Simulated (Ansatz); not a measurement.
`[AlH2][SiH]1C[SiH2]1` + H₂ → `C1[SiH2][SiH2]1` + `[AlH3]` at 700 K and 1 bar (hydrogenolysis of the Si–Al bond).

Program: Ansatz. Geometries: PBE0-D4/def2-TZVP. ΔE: electronic, gas phase. CCSD(T)/CBS is the MP2 limit (def2-TZVPP, def2-QZVPP) plus CCSD(T) − MP2 in def2-TZVPP, frozen cores. This one scheme is used for every species.

```csv
species,CCSD(T)/CBS energy (Eh),H − E (kJ/mol),S (J/(mol·K))
`[AlH2][SiH]1C[SiH2]1`,-862.39024,259.5,476.6
H₂,-1.17544,46.8,155.3
`C1[SiH2][SiH2]1`,-619.77066,219.6,389.5
`[AlH3]`,-243.78045,80.2,251.4
```

H − E and S are ideal-gas, rigid-rotor, harmonic terms from PBE0-D4/def2-TZVP, for one conformer and one mirror image of each species. The MP2-based limit puts H₂ 0.8 mEh under its directly extrapolated value; such offsets cancel only in part. 1 Eh = 2625.50 kJ/mol, R = 8.31446 J/(mol·K).

Question: By hand: ΔE, ΔH, ΔS and ΔG.

Answer: ΔE = (-619.77066) + (-243.78045) − (-862.39024) − (-1.17544) = 0.01457 Eh = 38.3 kJ/mol. Δ(H − E) = 219.6 + 80.2 − 259.5 − 46.8 = -6.5, so ΔH = 31.8 kJ/mol. ΔS = 389.5 + 251.4 − 476.6 − 155.3 = 9.0 J/(mol·K). ΔG = 31.8 − 700 × (9.0)/1000 = 25.5 kJ/mol.

Question: By hand: the equilibrium constant, and the temperature at which ΔG would vanish if ΔH and ΔS stayed fixed.

Answer: log₁₀ K = −ΔG/(RT ln 10) = -1.9. ΔG = 0 at ΔH/ΔS = 3533 K, far beyond where these terms or the molecules hold.

The number of gas molecules stays the same, so ΔS is small and ΔH decides. A doubt of 5 kJ/mol in ΔE shifts log₁₀ K by 0.4 here. Other conformers and mirror images would add mixing entropy, several J/(mol·K) or more a flexible species. These are equilibria of isolated gas molecules and say nothing of rates. Largest T1 diagnostic: 0.015 (customary marks: 0.02 for closed shells, 0.045 for open ones).
